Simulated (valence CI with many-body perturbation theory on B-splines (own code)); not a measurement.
## Sensitivity of CI+MBPT for F2+

Computed by relativistic CI+MBPT: five valence electrons over a frozen Dirac-Fock core [He], a basis of 6 s, 6 p, 5 d, 3 f, 1 g functions for each j, with the one-electron correlation potential Σ1 (screened to all orders), the two-electron term Σ2, the three-electron term Σ3, Breit, model QED; selected single and double excitations, second order for the rest, scaled by the run's own slope (own B-spline code, finite nucleus).

Set against measurement, 25 paired levels are off by 228 cm⁻¹ on average, the worst by 804. These come from a selection out of Moore, Atomic Energy Levels, vol. I, NSRDS-NBS 35 (1971 reprint of NBS Circular 467, 1949), an old analysis. Levels without a partner in it may be off by more. Among the levels kept, up to 1800 cm⁻¹ of a level comes from second order outside the variational space, and about a tenth of that is noise between levels of different J, which matters for small intervals.

The reference run has the lowest level 2s2 2p3 4S°_3/2 and an ionisation energy of 62.6679 eV. Its largest variational space holds 10368 state functions.

Reference levels: 2s2 2p3 2D°_5/2 34489, 2s2 2p3 2D°_3/2 34525, 2s2 2p3 2P°_3/2 52063, 2s2 2p3 2P°_1/2 52066, 2s 2p4 4P_5/2 152014, 2s 2p4 4P_3/2 152347, 2s 2p4 4P_1/2 152515, 2s 2p4 2D_5/2 210783, 2s 2p4 2D_3/2 210793, 2s 2p4 2S_1/2 249064, 2s 2p4 2P_3/2 267264, 2s 2p4 2P_1/2 267650 cm⁻¹.

Task: Rank these changes by the mean size of the shift of these levels, smallest first.
A. cutoff of virtual states (hartree) 300 → 180
B. orbitals per symmetry with explicit Σ2 and valence Breit (the others get mean screening factors) 5 → 2
C. logarithmic knot step 0.27 → 0.4

Result: C (4.8 cm⁻¹), A (19 cm⁻¹), B (36 cm⁻¹).
